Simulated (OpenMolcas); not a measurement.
What dynamic correlation does to the levels of Pb

```
Program             : OpenMolcas 26.06
Basis               : ANO-RCC-VQZP [9s8p6d4f3g]
Scalar Hamiltonian  : DKH2, point nucleus
Active space        : 4 electrons in 9 orbitals (RAS2 6s 6p; RAS3 6d, at most 2 electrons)
State averaging     : 2S+1 = 3 even, 3 roots; 2S+1 = 1 even, 6 roots; 2S+1 = 5 odd, 1 root; 2S+1 = 3 odd, 5 roots; 2S+1 = 1 odd, 5 roots
Spin-orbit coupling : RASSI with atomic mean-field integrals over the reference wave functions, term energies averaged over their components
```

Methods on the same reference wave functions:
A. RASSCF
B. SS-RASPT2, IPEA 0.25 Eh, imaginary shift 0.1 Eh (closed shells correlated: 5d)
C. XMS-RASPT2, IPEA 0.25 Eh, imaginary shift 0.1 Eh (closed shells correlated: 5d)

Energies in cm⁻¹ above 6s² 6p² ³P₀, the measured ground level; measured values from NIST Handbook of Basic Atomic Spectroscopic Data.

```
             Level      A      B      C  Measured
       6s² 6p² ³P₀    0.0    0.0    0.0       0.0
       6s² 6p² ³P₁   6522   6890   6860      7819
6s² 6p² ³P₂ [59 %]  10134   9720   9620     10650
6s² 6p² ¹D₂ [59 %]  20221  19130  19010     21458
       6s² 6p² ¹S₀  29915  27530  27710     29467
```

Deviations, from unrounded energies. A percentage is the sum of absolute deviations over the sum of measured energies, with the sign that they share, or ± where signs differ.

```
                        Against measurement  Levels     A      B      C
             mean absolute deviation (cm-1)       4   870   1500   1500
      fine structure of the ground term (%)       2  -9.8  -10.1  -10.8
other terms of the ground configuration (%)       2  ±3.3   -8.4   -8.3
```

A lies closest to measurement on these levels and C furthest from it. The largest miss of A in the table is 6s² 6p² ³P₁, by -1300 cm-1. The ranking rests on the paired levels alone, and a cruder setting can come out closer through cancelling errors.

Between B and C the level of the table that moves most is 6s² 6p² ¹S₀, by 180 cm-1 (lowest in B, highest in C). Moves below CASPT2's spread within the term are not significant.

The mean deviations of B to C differ by less than CASPT2's widest spread within a term (41 cm-1), so their order carries little weight.

From A to B the spin-free energies of the other terms of 6s² 6p² shown, above ³P, scale by factors of 0.70 to 0.81.

The lowest spin-free term lies below A's lowest term by 0.444 hartree in B, 0.445 hartree in C.

Term energies are means over components that CASPT2 splits; among the terms shown or strongly mixed into the levels shown the widest spread is 41 cm-1 (6s² 6p² ¹D, C). The run also gave levels led by 6s² 6p 6d, which use shells meant for correlation; these and all levels above them are left out. Spin-orbit splittings of 6p shells tend to come out small when the coupling is added on scalar orbitals. Measured partners are found by configuration, term and J. A level has none where our copy of the source lacks it or the pairing is in doubt (some pairs that miss far off the trend of their configuration count as doubtful), and it then counts in no deviation. Where the source uses jj or jK labels, the order within each J decides. Levels of configurations outside the active space are missing. Levels that lie high or do not pair safely by name in every column are left out.

A share in square brackets marks a mixed level and gives the weight of the term that names it, the lowest over the columns.
